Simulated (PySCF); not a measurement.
## Structure revision by computed shifts

A compound C$_{4}$H$_{13}$NOSi$_{3}$ gives the data below (simulated from a calculation) and was assigned the structure `O=C([SiH2]N([SiH3])[SiH3])C1CC1`.

¹³C{¹H} NMR (computed): δ 205.8 (CH), 165.2 (C), 153.3 (CH2), -8.8 (CH3).

¹H NMR (500 MHz, computed): δ 9.87 (s, 1H), 7.07 (m, 1H), 6.99 (m, 1H), 3.88 (m, 1H), 3.70 (m, 1H), 3.47 (s, 3H), 0.33 (m, 3H), -0.12 (br s, 2H).

[PySCF 2.14: GFN2-xTB geometry; NMR shieldings at PBE0/pcSseg-1/GIAO; non-relativistic; averaged over atoms made equivalent by symmetry, fast rotation or ring inversion; gas phase; single conformer]

Scale: ¹H (31.72 ppm), ¹³C (186.93 ppm) vs TMS (reference shieldings calculated alike).

(1) Compare with the shifts computed for the proposed structure, pairing carbons in order of shift.

(2) Which isomer fits?

Results:

(1) Atom-mapped SMILES (the numbers label the heavy atoms): `[O:1]=[C:2]([SiH2:3][N:4]([SiH3:5])[SiH3:6])[CH:7]1[CH2:8][CH2:9]1`; H(Xn) means a hydrogen on atom n.

```csv
atom,computed for proposal,given list,difference
C2,247.3,205.8,+41.5
C7,35.4,165.2,-129.8
C8,10.9,153.3,-142.4
C9,10.9,-8.8,+19.7
```

The rms difference is 99.1 ppm and the largest -142.4 ppm at C8 (three-membered-ring carbon). The proposal also would give 3 carbon signals, not 4. The carbon types in order of shift don't match either: C, CH, CH2, CH2 for the proposal against CH, C, CH2, CH3 in the data. The proposal doesn't fit.

(2) SMILES [SiH2]([Si@@](C(=C)C=O)(N)[SiH3])C.

Carbon types of the structure: 1 × C, 1 × CH, 1 × CH2, 1 × CH3, leaving 7 H on heteroatoms. δC 205.8: aldehyde carbonyl carbon; the double bond to the heteroatom, with no lone-pair donor beside it, deshields it most. δC 165.2: α carbon of a C=C–C=O unit. δC 153.3: β carbon of a C=C–C=O unit; conjugation with the carbonyl draws π density from the β position. δH 9.87: hydrogen on an aldehyde carbonyl carbon; the C=O anisotropy and electron withdrawal place aldehyde protons far downfield.

This is the structure that produced the data.

OH/NH shifts are gas-phase values; hydrogen bonding in solution moves them, usually downfield. Shifts are as computed. Against solution values, carbons near 30 ppm lie about +3 ppm off and those near 130 ppm about +5 ppm. Of 1211 compounds with measured shifts, 218 miss one by over three times the rms of a fit or turn the order of signals round; such compounds aren't used in these exercises. Multiplicities follow the n + 1 count of equivalent neighbours, as no J values were calculated; m marks all less simple cases, F and P coupling included.
